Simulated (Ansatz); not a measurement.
Frontier orbitals of C₂H₄GaIO (`[I][Ga]1[CH2]C[O]1`).

```xyz
9

I    -0.438   -1.781   -3.388
Ga   -0.171   -0.625   -1.235
C     0.433   -0.511    0.644
C    -0.176    0.902    0.564
O    -0.698    1.051   -0.763
H     1.511   -0.548    0.797
H    -0.058   -1.192    1.339
H     0.580    1.673    0.749
H    -0.984    1.031    1.292
```

Charge 0, multiplicity 1. Correlated methods include outer-core shells of Ga, I, which these sets cover unevenly. Scalar relativity is left out up to krypton. I takes the def2 core potential. The geometry is a stationary point of PBE0-D4/def2-TZVP. Basis def2-TZVPP, the Gaussian-basis code of Ansatz.

```tsv
functional	HOMO (eV)	LUMO (eV)
r2SCAN	-6.52	-1.86
```

Give HOMO and LUMO (eV) with LDA (SPW92), PBE, revPBE, BLYP, B97M-V, PBE0, B3LYP, r2SCANh, r2SCAN0, HSE06 (plane-wave form), BHLYP, CAM-B3LYP, LC-ωPBE, ωB97X-V, ωB97M-V, HF. (Best estimate.)

The calculation gave: 
```tsv
functional	HOMO	LUMO
LDA (SPW92)	-6.41	-2.37
PBE	-6.24	-2.09
revPBE	-6.17	-1.98
BLYP	-6.13	-2.03
B97M-V	-6.56	-1.84
PBE0	-7.64	-1.26
B3LYP	-7.41	-1.53
r2SCANh	-7.05	-1.56
r2SCAN0	-7.84	-1.12
HSE06 (plane-wave form)	-7.24	-1.62
BHLYP	-8.72	-0.40
CAM-B3LYP	-8.94	-0.32
LC-ωPBE	-10.25	0.85
ωB97X-V	-9.92	0.74
ωB97M-V	-9.81	0.55
HF	-10.32	1.73
```

B3LYP here is the variant with VWN-RPA as its local correlation; programs differ in this. LC-ωPBE has ω = 0.4 bohr⁻¹. Positive LUMOs are unbound and depend on the basis.
